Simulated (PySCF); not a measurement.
**The potential of point charges around `CC(C)(C)C1CC1`**

Species: `CC(C)(C)C1CC1`. Coordinates (GFN2-xTB, Å) and charges (e) from the PBE0/pcSseg-1 density (PySCF):

```json
{"atom": "C1", "x": "-0.793", "y": "0.694", "z": "1.569", "Mulliken": "-0.1349", "IAO": "-0.4135", "Hirshfeld": "-0.1202", "ESP-fitted": "-0.5934"}
{"atom": "C2", "x": "-0.544", "y": "0.121", "z": "0.169", "Mulliken": "-0.5754", "IAO": "+0.0592", "Hirshfeld": "+0.0306", "ESP-fitted": "+0.6374"}
{"atom": "C3", "x": "-1.526", "y": "0.753", "z": "-0.824", "Mulliken": "-0.1349", "IAO": "-0.4135", "Hirshfeld": "-0.1200", "ESP-fitted": "-0.5765"}
{"atom": "C4", "x": "-0.780", "y": "-1.390", "z": "0.203", "Mulliken": "-0.1715", "IAO": "-0.4160", "Hirshfeld": "-0.1170", "ESP-fitted": "-0.5932"}
{"atom": "C5", "x": "0.869", "y": "0.503", "z": "-0.253", "Mulliken": "-0.1750", "IAO": "-0.1323", "Hirshfeld": "-0.0354", "ESP-fitted": "-0.2162"}
{"atom": "C6", "x": "2.094", "y": "-0.267", "z": "0.137", "Mulliken": "-0.1846", "IAO": "-0.2993", "Hirshfeld": "-0.0935", "ESP-fitted": "-0.3047"}
{"atom": "C7", "x": "1.657", "y": "-0.230", "z": "-1.296", "Mulliken": "-0.1838", "IAO": "-0.2993", "Hirshfeld": "-0.0935", "ESP-fitted": "-0.3049"}
{"atom": "H8", "x": "-0.091", "y": "0.269", "z": "2.283", "Mulliken": "+0.1078", "IAO": "+0.1365", "Hirshfeld": "+0.0363", "ESP-fitted": "+0.1327"}
{"atom": "H9", "x": "-1.804", "y": "0.466", "z": "1.899", "Mulliken": "+0.1042", "IAO": "+0.1320", "Hirshfeld": "+0.0369", "ESP-fitted": "+0.1506"}
{"atom": "H10", "x": "-0.667", "y": "1.775", "z": "1.568", "Mulliken": "+0.1022", "IAO": "+0.1328", "Hirshfeld": "+0.0369", "ESP-fitted": "+0.1299"}
{"atom": "H11", "x": "-1.404", "y": "1.834", "z": "-0.848", "Mulliken": "+0.1023", "IAO": "+0.1328", "Hirshfeld": "+0.0369", "ESP-fitted": "+0.1255"}
{"atom": "H12", "x": "-2.552", "y": "0.530", "z": "-0.539", "Mulliken": "+0.1042", "IAO": "+0.1320", "Hirshfeld": "+0.0369", "ESP-fitted": "+0.1475"}
{"atom": "H13", "x": "-1.353", "y": "0.368", "z": "-1.826", "Mulliken": "+0.1077", "IAO": "+0.1364", "Hirshfeld": "+0.0363", "ESP-fitted": "+0.1272"}
{"atom": "H14", "x": "-0.113", "y": "-1.878", "z": "0.909", "Mulliken": "+0.1107", "IAO": "+0.1325", "Hirshfeld": "+0.0376", "ESP-fitted": "+0.1602"}
{"atom": "H15", "x": "-0.637", "y": "-1.834", "z": "-0.779", "Mulliken": "+0.1107", "IAO": "+0.1325", "Hirshfeld": "+0.0376", "ESP-fitted": "+0.1603"}
{"atom": "H16", "x": "-1.803", "y": "-1.590", "z": "0.516", "Mulliken": "+0.1097", "IAO": "+0.1382", "Hirshfeld": "+0.0403", "ESP-fitted": "+0.1329"}
{"atom": "H17", "x": "0.993", "y": "1.582", "z": "-0.263", "Mulliken": "+0.1053", "IAO": "+0.1332", "Hirshfeld": "+0.0406", "ESP-fitted": "+0.1401"}
{"atom": "H18", "x": "1.981", "y": "-1.194", "z": "0.676", "Mulliken": "+0.1231", "IAO": "+0.1414", "Hirshfeld": "+0.0426", "ESP-fitted": "+0.1282"}
{"atom": "H19", "x": "2.976", "y": "0.288", "z": "0.424", "Mulliken": "+0.1245", "IAO": "+0.1464", "Hirshfeld": "+0.0441", "ESP-fitted": "+0.1438"}
{"atom": "H20", "x": "1.249", "y": "-1.133", "z": "-1.723", "Mulliken": "+0.1230", "IAO": "+0.1415", "Hirshfeld": "+0.0426", "ESP-fitted": "+0.1286"}
{"atom": "H21", "x": "2.237", "y": "0.350", "z": "-1.999", "Mulliken": "+0.1245", "IAO": "+0.1464", "Hirshfeld": "+0.0441", "ESP-fitted": "+0.1440"}
```

Points outside the species (Å): A (6.5, 2.3, 0.9); B (5.1, 1.1, -4.7); C (-8.0, -1.7, -4.5); D (-0.8, -6.1, -6.5); E (-7.2, 0.2, 6.4).

Find the potential V = 14.3996 V·Å × Σ q/r of each set of charges at these points.

In volts:

```tsv
point	nearest atom	distance (Å)	Mulliken	IAO	Hirshfeld	ESP-fitted
A	H19	4.09	-0.004	+0.008	+0.003	+0.010
B	H21	4.01	+0.009	+0.004	+0.002	+0.004
C	H12	7.10	+0.008	+0.002	+0.002	+0.001
D	H15	7.14	+0.010	-0.002	+0.001	+0.004
E	H9	7.03	+0.008	+0.005	+0.003	+0.003
```

How far are the other sets from the ESP-fitted one at these points?

Root-mean-square difference: IAO 0.003 V, Hirshfeld 0.003 V, Mulliken 0.008 V. The ESP scheme is a least-squares fit of atom-centred charges to the potential on four shells outside the van der Waals surface, with the total charge fixed.

What energy would a point charge of +2 e have at A in the field of the ESP charges, leaving out polarisation?

+0.019 eV = +1.9 kJ/mol, a repulsion.

Isolated species at its GFN2-xTB geometry, gas phase.

The run behind these numbers computed NMR shieldings as well. The run took 26 s of wall time on one thread, x86-64 server, shared host.

Conformer computed: `[CH3:1][C:2]([CH3:3])([CH3:4])[CH:5]1[CH2:6][CH2:7]1`: C1–C2–C5–C6 84°.
